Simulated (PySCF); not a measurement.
Molecule: 1-methylallyl acetate, C6H10O2.

Bonds (- single, = double, # triple, : aromatic): C1=C2, C2-C3, C3-C4, C3-O5, O5-C6, C6-C7, C6=O8. C1 carries H9, H10; C2 carries H11; C3 carries H12; C4 carries H13, H14, H15; C7 carries H16, H17, H18. Stereochemistry as in C=C[C@@H](C)OC(C)=O. H10 is cis to C3; H9 is trans to C3.

Frames of a GFN2-xTB Langevin trajectory at 200 K; GIAO PBE0/pcSseg-1 shieldings in PySCF 2.14, gas phase, non-relativistic; equivalent atoms averaged within each frame.

References, each an isolated molecule treated in the same way: ¹³C (σ = 186.93 ppm), ¹H (σ = 31.72 ppm) against TMS; ¹⁷O (σ = 336.08 ppm) against H2O. The references are static minima.

Task: How do the shifts (ppm) fluctuate along the trajectory?

Result: 
| time (fs) | C6 | C2 | C1 | C3 | C7 | C4 | O8 | O5 | H11 | H12 |
| --- | --- | --- | --- | --- | --- | --- | --- | --- | --- | --- |
| optimised geometry | 175.2 | 147.9 | 122.8 | 76.6 | 24.0 | 23.8 | 444.6 | 234.5 | 6.29 | 5.41 |
| 250 | 180.7 | 151.4 | 120.4 | 82.4 | 23.8 | 23.5 | 463.0 | 236.1 | 6.37 | 6.07 |
| 425 | 182.1 | 147.3 | 124.5 | 76.0 | 28.0 | 28.9 | 489.4 | 264.9 | 5.58 | 5.36 |
| 625 | 175.8 | 148.2 | 121.0 | 70.0 | 25.4 | 30.3 | 439.0 | 238.1 | 6.10 | 5.79 |
| 800 | 177.8 | 149.6 | 129.3 | 71.9 | 25.7 | 32.9 | 432.2 | 267.6 | 6.05 | 6.52 |
| 1000 | 173.1 | 150.5 | 123.2 | 66.0 | 29.5 | 22.9 | 416.3 | 215.2 | 6.22 | 5.83 |
| mean of frames | 177.9 | 149.4 | 123.7 | 73.3 | 26.5 | 27.7 | 448.0 | 244.4 | 6.06 | 5.91 |
| standard deviation | 3.6 | 1.7 | 3.6 | 6.2 | 2.3 | 4.4 | 28.6 | 21.9 | 0.30 | 0.43 |

5 frames give an uncertainty of the mean of about the standard deviation over 2.2 at best, since frames this close in time may not be independent; classical motion lacks zero-point vibration, and the reference would need the same averaging.
